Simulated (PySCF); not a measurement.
PySCF input for C2H5NO2Si, SMILES O[Si@@H]1C=NCO1, PBE-D3(BJ)/def2-SVP. Geometry optimised at PBE-D3(BJ)/def2-SVP. The structure was generated by enumeration; whether it is a known compound was not checked. Other conformers were not sampled.

```python
import numpy as np
from pyscf import gto, scf, dft, df
from pyscf.hessian import thermo

mol = gto.M(
    atom='''
    O     1.87754962    0.36775054    1.10555111
    Si    0.53789338    0.72435408    0.17073623
    C    -1.16003528    0.16492472    0.81912941
    N    -1.69076843   -0.71780052    0.03959263
    C    -0.87850355   -1.00320450   -1.12668738
    O     0.33886455   -0.27623987   -1.18376594
    H     1.92768466   -0.54625017    1.43708812
    H     0.75693072    2.15271701   -0.19698828
    H    -1.71445075    0.44999094    1.73502639
    H    -0.67358358   -2.09938914   -1.14209871
    H    -1.49178964   -0.77582866   -2.02941683
    ''',
    basis='def2-SVP',
    charge=0,
    spin=0,
    max_memory=1600,
    verbose=3,
)
mf = dft.RKS(mol, xc='pbe').density_fit(auxbasis='def2-universal-jkfit')
mf.disp = 'd3bj'
mf.grids.level = 3
mf.conv_tol = 1e-11
mf.max_cycle = 100
mf.kernel()

# analytic Hessian; the response equations are solved on a coarser grid
h, args, fine = mf.Hessian(), (mf.mo_energy, mf.mo_coeff, mf.mo_occ), mf.grids
h.max_memory = max(150, 2.5e-5 * df.make_auxmol(mol, mf.with_df.auxbasis).nao * mol.nelec[0] * (mol.nelec[0] + mol.nao))  # MB; small integral blocks
h1ao = h.make_h1(mf.mo_coeff, mf.mo_occ)
mf.grids = dft.Grids(mol).set(level=1).build(with_non0tab=True)
mo1, mo_e1 = h.solve_mo1(*args, h1ao)
mf.grids = fine
hess = h.hess_elec(*args, mo1, mo_e1, h1ao) + h.hess_nuc()
if mf.do_disp():
    hess += h.get_dispersion()
for i in range(mol.natm):  # the analytic DFT Hessian lacks the response of the grid: restore translational invariance
    hess[i, i] -= hess[i].sum(axis=0)
hess = (hess + hess.transpose(1, 0, 3, 2)) / 2
vib = thermo.harmonic_analysis(mol, hess, imaginary_freq=False)
thermo.dump_normal_mode(mol, vib)
th = thermo.thermo(mf, vib['freq_au'][vib['freq_au'] > 0], 298.15, 101325)
thermo.dump_thermo(mol, th)
g0 = mf.nuc_grad_method().set(verbose=0).kernel()

# dipole derivatives [dipole axis, atom, xyz] from the same response
r, irp = mol.intor('int1e_r'), mol.intor('int1e_irp').reshape(3, 3, mol.nao, mol.nao)
sl, dm0, ok = mol.aoslice_by_atom(), np.array(mf.make_rdm1()), []
dmu = np.einsum('a,xt->xat', mol.atom_charges(), np.eye(3))
for a, (_, _, p0, p1) in enumerate(sl):
    dmu[:, a] += 2 * np.einsum('xtij,ij->xt', irp[:, :, :, p0:p1], dm0.reshape(-1, mol.nao, mol.nao).sum(0)[:, p0:p1])
    for u, c, occ, f in [(mo1, mf.mo_coeff, mf.mo_occ, 4)]:
        dmu[:, a] -= f * np.einsum('tui,xuv,vi->xt', u[a], r, c[:, occ > 0], optimize=True)
L = vib['norm_mode']
ir = 974.8801 * (np.einsum('xat,kat->kx', dmu, L) ** 2).sum(1)       # km/mol
apt = np.einsum('xax->a', dmu) / 3
print('mode   freq/cm-1   IR/(km/mol)')
for k, w in enumerate(vib['freq_wavenumber']):
    print(f'{k + 1:4d} {w:11.2f} {ir[k]:13.3f}')
print('max |gradient| / (hartree/bohr):', abs(g0).max())
print('APT charges:', apt.round(4))
```

Log of the run:

```
converged SCF energy = -573.201666744441

WARN: DFTD3 does not support analytical Hessian, using finite difference


WARN: Mole.unit (angstrom) is changed to Bohr

Mode                                 0                   1                   2
Irrep
Freq [cm^-1]                      127.4638            188.7402            291.5744
Reduced mass [au]                   4.1918              2.2613              2.6455
Force const [Dyne/A]                0.0401              0.0475              0.1325
Char temp [K]                     183.3921            271.5552            419.5106
Normal mode                   x     y     z       x     y     z       x     y     z
       0   O                -0.07 -0.10  0.04   -0.04  0.06  0.09   -0.09 -0.05  0.00
       1  Si                 0.01  0.03 -0.03    0.03 -0.03 -0.04   -0.02  0.05 -0.03
       2   C                 0.01  0.05 -0.01    0.07 -0.04  0.03    0.02  0.02  0.01
       3   N                 0.06 -0.04  0.06    0.02 -0.01  0.03    0.06 -0.04  0.06
       4   C                 0.05 -0.05  0.05   -0.07  0.05 -0.04   -0.01  0.05 -0.02
       5   O                -0.04  0.09 -0.07   -0.02 -0.02 -0.04    0.07 -0.07  0.05
       6   H                -0.23 -0.09  0.10   -0.20  0.17  0.42    0.00 -0.18 -0.39
       7   H                 0.14  0.01 -0.03    0.06 -0.06 -0.14   -0.02  0.06 -0.02
       8   H                 0.02  0.06 -0.01    0.14 -0.09  0.09    0.05 -0.01  0.04
       9   H                 0.17 -0.03  0.14   -0.13  0.04 -0.17   -0.11  0.04 -0.23
      10   H                -0.01 -0.20  0.05   -0.11  0.18  0.02   -0.04  0.27  0.06
Mode                                 3                   4                   5
Irrep
Freq [cm^-1]                      339.7858            422.6939            494.9754
Reduced mass [au]                   1.7661              3.2584              6.3165
Force const [Dyne/A]                0.1201              0.3430              0.9118
[...]
       6   H                 0.10 -0.01 -0.04    0.16  0.00 -0.05   -0.25 -0.10 -0.12
       7   H                 0.27 -0.14 -0.37    0.36 -0.21 -0.52   -0.02  0.03 -0.08
       8   H                -0.17 -0.13  0.11    0.02 -0.11  0.05   -0.13 -0.07  0.06
       9   H                 0.07  0.06  0.05   -0.03 -0.03 -0.01   -0.11 -0.06  0.02
      10   H                 0.08  0.05  0.01   -0.00 -0.06 -0.05   -0.11 -0.07  0.01
Mode                                 9                  10                  11
Irrep
Freq [cm^-1]                      778.5027            822.0823            836.8304
Reduced mass [au]                   1.3365              2.6163              1.4733
Force const [Dyne/A]                0.4772              1.0417              0.6079
Char temp [K]                    1120.0921           1182.7933           1204.0126
Normal mode                   x     y     z       x     y     z       x     y     z
       0   O                -0.04 -0.02 -0.03    0.03  0.01  0.00   -0.04 -0.00 -0.02
       1  Si                -0.01  0.04  0.02   -0.04  0.00  0.05    0.02  0.03  0.02
       2   C                -0.01  0.01 -0.02    0.08 -0.01 -0.09    0.05 -0.09  0.06
       3   N                -0.02 -0.01  0.02   -0.12 -0.04  0.06   -0.03  0.02 -0.01
       4   C                -0.03 -0.00 -0.02    0.03  0.02  0.01    0.02 -0.05  0.02
       5   O                 0.04 -0.05 -0.06    0.05  0.01 -0.05    0.00 -0.00 -0.04
       6   H                 0.49  0.14  0.28   -0.15 -0.05 -0.11    0.15  0.04  0.05
       7   H                 0.45  0.05  0.32    0.13 -0.13 -0.36    0.13 -0.01 -0.06
       8   H                 0.15 -0.17  0.14    0.34  0.15  0.01   -0.34  0.52 -0.36
       9   H                -0.04 -0.00  0.10    0.02  0.02  0.02   -0.05 -0.05 -0.20
      10   H                -0.03 -0.09 -0.04    0.02  0.03  0.01   -0.09  0.15  0.13
Mode                                12                  13                  14
Irrep
Freq [cm^-1]                      889.0049            910.1506            945.2821
Reduced mass [au]                   1.1585              5.3260              4.6156
Force const [Dyne/A]                0.5395              2.5994              2.4300
Char temp [K]                    1279.0801           1309.5040           1360.0505
Normal mode                   x     y     z       x     y     z       x     y     z
       0   O                 0.00 -0.07  0.02    0.11 -0.04  0.08    0.01 -0.00  0.00
       1  Si                 0.01  0.04  0.00   -0.10  0.01 -0.08   -0.02 -0.00  0.00
       2   C                -0.00  0.01 -0.01    0.03 -0.02  0.01    0.02 -0.05 -0.08
       3   N                -0.01 -0.00  0.00   -0.00  0.01 -0.00    0.07 -0.02 -0.09
       4   C                -0.00 -0.00 -0.00    0.03  0.01  0.00   -0.08  0.07  0.18
       5   O                 0.01 -0.00 -0.01   -0.01  0.01  0.04    0.03  0.01 -0.02
       6   H                 0.47  0.06  0.27    0.20 -0.02  0.13    0.00 -0.00  0.00
       7   H                -0.62  0.02 -0.42    0.16  0.02  0.13    0.06 -0.03 -0.07
       8   H                 0.03 -0.05  0.02    0.01  0.17 -0.06   -0.08 -0.13 -0.12
       9   H                -0.03 -0.01  0.00    0.07  0.02 -0.05   -0.14  0.06  0.16
      10   H                -0.01  0.00 -0.00    0.05  0.06  0.00   -0.10  0.05  0.20
Mode                                15                  16                  17
Irrep
Freq [cm^-1]                     1029.4776           1039.0423           1193.6950
Reduced mass [au]                   1.7245              6.3696              1.0529
Force const [Dyne/A]                1.0768              4.0516              0.8839
Char temp [K]                    1481.1891           1494.9506           1717.4613
Normal mode                   x     y     z       x     y     z       x     y     z
       0   O                 0.00 -0.00 -0.00   -0.01  0.00  0.00    0.00  0.00  0.00
       1  Si                -0.01 -0.00 -0.00    0.01  0.01  0.00    0.00 -0.00  0.00
       2   C                -0.01  0.03 -0.01   -0.03 -0.01 -0.01    0.00  0.00 -0.00
       3   N                -0.03  0.05 -0.03   -0.02  0.00 -0.02   -0.02  0.03 -0.02
       4   C                 0.03 -0.15  0.06    0.17  0.09  0.06   -0.01  0.01 -0.01
       5   O                 0.01  0.05 -0.00   -0.11 -0.09 -0.05    0.02 -0.02  0.02
       6   H                 0.00  0.00  0.01    0.00 -0.00 -0.00   -0.00 -0.00 -0.00
       7   H                 0.05 -0.01  0.02   -0.06  0.05  0.11   -0.01 -0.01 -0.03
       8   H                 0.17 -0.29  0.20    0.10 -0.05  0.07    0.03 -0.07  0.04
       9   H                -0.14 -0.17 -0.42    0.01  0.05 -0.05    0.61  0.14 -0.24
      10   H                -0.00  0.35  0.21    0.02  0.15  0.16   -0.58 -0.23  0.30
Mode                                18                  19                  20
Irrep
Freq [cm^-1]                     1256.5194           1296.8023           1399.0775
Reduced mass [au]                   1.3114              1.2651              1.0916
Force const [Dyne/A]                1.2199              1.2535              1.2590
Char temp [K]                    1807.8516           1865.8098           2012.9610
Normal mode                   x     y     z       x     y     z       x     y     z
       0   O                -0.01  0.00 -0.00   -0.00 -0.00 -0.00   -0.00 -0.00 -0.00
       1  Si                 0.01  0.00 -0.00    0.00  0.01  0.01    0.00  0.00  0.01
       2   C                -0.09 -0.03  0.04   -0.00  0.02  0.03   -0.01 -0.01 -0.01
       3   N                 0.05 -0.02 -0.07    0.01 -0.01 -0.02    0.02  0.01 -0.00
       4   C                -0.01 -0.01  0.00   -0.07  0.01  0.08   -0.04 -0.05 -0.04
       5   O                 0.01  0.01  0.01   -0.02 -0.03 -0.03   -0.01 -0.01 -0.01
       6   H                 0.00  0.00  0.00    0.00  0.00  0.00   -0.00  0.00  0.00
       7   H                -0.03  0.02  0.00    0.01 -0.00 -0.03    0.00  0.00 -0.02
       8   H                 0.58  0.55  0.27    0.08  0.09  0.06    0.04  0.03  0.01
       9   H                -0.12 -0.03  0.04    0.45  0.11 -0.42    0.45  0.06  0.50
      10   H                -0.12 -0.05  0.06    0.51 -0.03 -0.32    0.07  0.66  0.09
Mode                                21                  22                  23
Irrep
Freq [cm^-1]                     1596.1042           2231.8006           2944.1608
Reduced mass [au]                   9.0222              1.0426              1.0588
Force const [Dyne/A]               13.5421              3.0598              5.4072
Char temp [K]                    2296.4386           3211.0642           4235.9919
Normal mode                   x     y     z       x     y     z       x     y     z
       0   O                -0.00  0.00 -0.00    0.00  0.00 -0.00    0.00  0.00  0.00
       1  Si                 0.00  0.00  0.00    0.01  0.03 -0.01   -0.00 -0.00 -0.00
       2   C                -0.09 -0.14 -0.12   -0.00 -0.00 -0.00   -0.00 -0.00  0.00
       3   N                 0.07  0.12  0.12    0.00  0.00  0.00   -0.00  0.00  0.00
       4   C                -0.00 -0.00 -0.00   -0.00  0.00 -0.00    0.01  0.05  0.04
       5   O                -0.00 -0.00  0.00    0.00 -0.00 -0.00    0.00  0.00  0.00
       6   H                -0.00  0.00  0.00   -0.00  0.00 -0.00   -0.00 -0.00 -0.00
       7   H                -0.00  0.01 -0.00   -0.14 -0.94  0.24    0.00  0.00  0.00
       8   H                 0.07 -0.00 -0.07    0.00  0.01  0.01    0.01 -0.01 -0.03
       9   H                 0.02  0.01 -0.11    0.00  0.00  0.00    0.15 -0.72  0.00
      10   H                 0.07 -0.07 -0.06   -0.00  0.00 -0.00   -0.34  0.15 -0.50
Mode                                24                  25                  26
Irrep
Freq [cm^-1]                     2983.1460           3052.9059           3757.3613
Reduced mass [au]                   1.1075              1.0917              1.0665
Force const [Dyne/A]                5.8067              5.9946              8.8709
Char temp [K]                    4292.0828           4392.4519           5406.0064
Normal mode                   x     y     z       x     y     z       x     y     z
       0   O                -0.00  0.00 -0.00   -0.00 -0.00 -0.00    0.01 -0.06  0.02
       1  Si                 0.00 -0.00  0.00    0.00  0.00 -0.00   -0.00 -0.00 -0.00
       2   C                -0.00 -0.00  0.00   -0.04  0.02  0.07    0.00  0.00 -0.00
       3   N                -0.00  0.00  0.00   -0.00 -0.00 -0.00   -0.00 -0.00  0.00
       4   C                 0.04 -0.06  0.05   -0.00 -0.00 -0.00    0.00  0.00 -0.00
       5   O                -0.00  0.00 -0.00    0.00 -0.00 -0.00   -0.00 -0.00 -0.00
       6   H                -0.00  0.00 -0.00    0.00  0.00 -0.00   -0.07  0.90 -0.34
       7   H                -0.00  0.00  0.00   -0.00 -0.00  0.00    0.00  0.00 -0.00
       8   H                 0.00 -0.00 -0.00    0.48 -0.24 -0.79   -0.00 -0.00  0.00
       9   H                -0.12  0.60  0.02   -0.00  0.02  0.00   -0.00 -0.00 -0.00
      10   H                -0.39  0.15 -0.59    0.01 -0.00  0.02   -0.00 -0.00 -0.00
temperature 298.1500 [K]
pressure 101325.00 [Pa]
Rotational constants [GHz] 5.85996 2.52380 2.04975
Symmetry number 1
Zero-point energy (ZPE) 0.07490 [Eh]   196644.789 [J/mol]
                           tot       elec      trans        rot        vib
Entropy [J/mol/K]       327.628      0.000    166.567    111.979     49.082
Cv [J/mol/K]             96.295      0.000     12.472     12.472     71.352
Cp [J/mol/K]            104.609      0.000     20.786     12.472     71.352
Internal energy [J/mol]                      3718.434   3718.434 205676.646
Internal energy [Eh]   -573.12050  -573.20167
Enthalpy [J/mol]                             6197.391   3718.434 205676.646
Enthalpy [Eh]          -573.11955
Gibbs free energy [J/mol]                  -43464.595 -29668.185 191042.897
Gibbs free energy [Eh] -573.15676
mode   freq/cm-1   IR/(km/mol)
   1      127.46         1.760
   2      188.74         7.959
   3      291.57        48.153
   4      339.79       103.887
   5      422.69         0.710
   6      494.98        29.692
   7      645.40         1.097
   8      664.88         8.695
   9      738.98        81.130
  10      778.50        40.345
  11      822.08        27.977
  12      836.83        22.730
  13      889.00       160.301
  14      910.15       150.384
  15      945.28        47.584
  16     1029.48        19.590
  17     1039.04       180.151
  18     1193.69         1.578
  19     1256.52         4.785
  20     1296.80         3.413
  21     1399.08         8.098
  22     1596.10         1.958
  23     2231.80       119.127
  24     2944.16        38.686
  25     2983.15        14.099
  26     3052.91        16.741
  27     3757.36        70.523
max |gradient| / (hartree/bohr): 8.742136036971038e-05
APT charges: [-0.7932  1.4723 -0.0637 -0.3629  0.5403 -0.8115  0.2913 -0.2444  0.0049
 -0.0211 -0.012 ]
```

The calculation finished and met its thresholds.

Cost: roughly 2.9 core-minutes.
